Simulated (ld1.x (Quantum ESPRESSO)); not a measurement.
**u(r) = r·R(r): atom against pseudo-atom (Ta (Z = 73))**

Columns: radius, all-electron u(r) and pseudo u(r) of the 5s shell (level -88.47 eV) of tantalum in the configuration [Kr] 4d10 4f14 5s2 5p6 5d3 6s0 6p0; revPBE, scalar-relativistic, PAW scheme, ld1.x (Quantum ESPRESSO) 7.5.

```csv
r (bohr),all-electron,pseudo
0.155,0.4148,0.3955
0.310,-0.5009,0.7496
0.465,-0.3681,1.0275
0.620,0.3741,1.2063
0.775,0.9096,1.2783
0.930,1.1183,1.2511
1.085,1.1027,1.1452
1.240,0.9734,0.9888
1.395,0.8051,0.8120
1.550,0.6386,0.6409
1.705,0.4920,0.4922
1.860,0.3714,0.3714
2.015,0.2761,0.2761
2.170,0.2029,0.2029
2.325,0.1477,0.1477
2.480,0.1067,0.1067
2.635,0.0767,0.0767
2.790,0.0548,0.0548
2.945,0.0390,0.0390
3.100,0.0277,0.0277
3.255,0.0196,0.0196
3.410,0.0138,0.0138
3.565,0.0097,0.0097
3.720,0.0068,0.0068
3.875,0.0048,0.0048
4.030,0.0033,0.0033
```

Q: How many radial nodes do the two functions have?

A: The all-electron 5s function has n − l − 1 = 4 (the table is too coarse to show those close to the nucleus); the pseudo-wave has 0, since the states of the same l below it are removed with the core.

Q: At about which radius was the pseudo-wave matched?

A: 1.80 bohr, where the columns begin to agree (steps of 0.15 bohr).

Q: Is the pseudo-wave norm-conserving?

A: No, it belongs to a PAW set: the norm inside the radius is not constrained, and the difference is carried by the augmentation charge.
